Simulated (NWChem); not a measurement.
HSOF$_{2}$ cation; SMILES [OH+]=S(F)F

```xyz
5

O      0.1806     1.4375     0.0000
S     -0.4532     0.0440     0.0000
F      0.2769    -0.6870    -1.1597
F      0.2769    -0.6870     1.1597
H      1.1618     1.5528     0.0000
```
Atoms are numbered in this order, from 1.

Computed with NWChem. Pople sets run with spherical d functions. Coordinates come from a PBE0/def2-SVP optimisation. Level: PBE0/6-31G* with SMD (1 M gas to 1 M solution), gas-phase geometry. Reactions with the solvent are ignored.

Question: Order these by “solvation free energy (kcal/mol)”, lowest first: ethylene glycol; toluene; 1-octanol; chlorobenzene.

Answer: ethylene glycol (-66.3), 1-octanol (-62.2), chlorobenzene (-52.6), toluene (-37.4)
